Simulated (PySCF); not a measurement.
# Unknown compound

An unknown has the formula C₆H₇NO. Its calculated NMR data are:

1H NMR (500 MHz, computed): δ 7.33 (dd, J = 9.1, 8.2 Hz, 2H), 6.91 (t, J = 8.2 Hz, 1H), 6.87 (d, J = 9.1 Hz, 2H), 5.79 (br s, 1H), 3.46 (br s, 1H).

13C{1H} NMR (computed): δ 155.0 (C), 134.7 (CH, 2C), 124.6 (CH), 114.8 (CH, 2C).

Computed data (PySCF 2.14): shieldings: GIAO PBE0/pcSseg-1, geometry: PBE0-D3(BJ)/def2-SVP, spin–spin couplings from B3LYP/pcJ-1 (spin–dipole term only in couplings to heteroatoms). Non-relativistic Hamiltonian, no solvent model, a single conformation, equivalent nuclei averaged.

Chemical shifts δ = σref − σ; TMS for 1H and 13C, all at this level.

Problem. Deduce the structure.

Solution. 
The formula gives 4 degrees of unsaturation (1 ring in the answer). 4 carbon signals for 6 carbons: some carbons are equivalent by symmetry or fast rotation. Carbon types of the structure: 1 × C, 5 × CH, leaving 2 H on heteroatoms. δC 155.0: aromatic carbon bearing nitrogen; the electronegative substituent deshields the carbon that carries it. δC 134.7, 124.6, 114.8: aromatic CH. δH 7.33, 6.91, 6.87: hydrogen on an aromatic CH. δH 5.79: hydrogen on a nitrogen bonded to O or N; labile proton, position sensitive to the medium. δH 3.46: hydrogen on a N–OH oxygen; labile proton, position sensitive to the medium. The protons at 6.87 and 7.33 share a coupling of 9.1 Hz (vicinal, an ortho-type coupling). The protons at 7.33 and 6.91 share a coupling of 8.2 Hz (vicinal, an ortho-type coupling).

The compound is SMILES ONc1ccccc1.

The data come from this structure; uniqueness wasn't tested.

The OH or NH signal is concentration- and solvent-dependent in practice; the value given is the gas-phase one. Multiplet labels drop couplings under 1 Hz and merge nearly equal ones. Couplings among chemically equivalent protons are left out too, so labels in AA′BB′ or AA′XX′ sets are apparent multiplicities. Unscaled 3J(H,H) at this level run about 9 % above measured values. Shifts are as computed. Against solution values, carbons near 30 ppm lie about +2 ppm off and those near 130 ppm about +4 ppm. Of 246 compounds with measured shifts, 49 miss one by over three times the rms of a fit or turn the order of signals round; such compounds aren't used in these exercises.
